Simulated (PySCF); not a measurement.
Zn(I)(OSiH3) (H3IOSiZn), SMILES [SiH3][O][Zn][I]. Atoms are numbered in the order given.

```xyz
7

Zn     0.1977     0.5285     0.0000
I     -0.0823    -1.8557     0.0000
O      0.5061     2.2609     0.0000
Si    -0.2859     3.7055     0.0000
H     -1.1619     3.8588     1.2075
H      0.7081     4.8194     0.0000
H     -1.1619     3.8588    -1.2075
```

Geometry: r2SCAN-D4/def2-SVP. The structure was generated by enumeration; whether it is a known compound was not checked. The def2 effective core potentials stand for the cores of I; spin–orbit coupling is left out. Other conformers were not sampled.

These are M06-2X/def2-TZVP (PySCF) values and carry that method's errors.

Symmetry labels are those of the subgroup Cs that the program uses (full group Cs).

Computed valence orbital energies around the gap with their symmetry:
| orbital | symmetry | energy (eV) |
|---|---|---|
| HOMO−7 | A' | -13.10 |
| HOMO−6 | A' | -12.07 |
| HOMO−5 | A" | -12.04 |
| HOMO−4 | A' | -10.78 |
| HOMO−3 | A' | -9.96 |
| HOMO−2 | A" | -9.91 |
| HOMO−1 | A' | -9.17 |
| HOMO | A" | -9.15 |
| LUMO | A' | -1.01 |
| LUMO+1 | A' | -0.05 |
| LUMO+2 | A" | -0.01 |
| LUMO+3 | A' | 1.61 |
